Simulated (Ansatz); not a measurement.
One change: `BB(O)N=C` becomes `BBO`.

Ansatz, PBE0-D4/def2-TZVP geometries, multiplicity 1. Each molecule was computed in one conformer, which needn't be the lowest.

```tsv
property	`BB(O)N=C`
HOMO–LUMO gap (PBE/def2-TZVPP) / eV	2.73
HOMO energy (B3LYP/def2-TZVPP) / eV	-6.94
size of the dipole moment (B3LYP/def2-TZVPP) / D	1.09
LUMO energy (B3LYP/def2-TZVPP) / eV	-2.29
HOMO–LUMO gap (B3LYP/def2-TZVPP) / eV	4.65
HOMO energy (PBE/def2-TZVPP) / eV	-5.82
```

Question: What does the change do to each property? (An estimate is asked.)

Answer: The calculation gave: 
```
                                        property  `BBO`  shift
             HOMO–LUMO gap (PBE/def2-TZVPP) / eV   3.76   1.03
             HOMO energy (B3LYP/def2-TZVPP) / eV  -7.77  -0.83
size of the dipole moment (B3LYP/def2-TZVPP) / D   1.48   0.39
             LUMO energy (B3LYP/def2-TZVPP) / eV  -2.01   0.28
           HOMO–LUMO gap (B3LYP/def2-TZVPP) / eV   5.76   1.11
               HOMO energy (PBE/def2-TZVPP) / eV  -6.57  -0.75
```

With PBE0 the HOMO falls by 0.79 eV and the LUMO rises by 0.30 eV, so the gap widens by about 1.09 eV. PBE moves the HOMO by -0.75 eV and ωB97M-V by -0.78 eV. The zero-point energy changes by -59.4 kJ/mol with -9 modes. Dipoles are sizes alone; their direction can turn.

B3LYP here is the variant with VWN-RPA as its local correlation; programs differ in this.
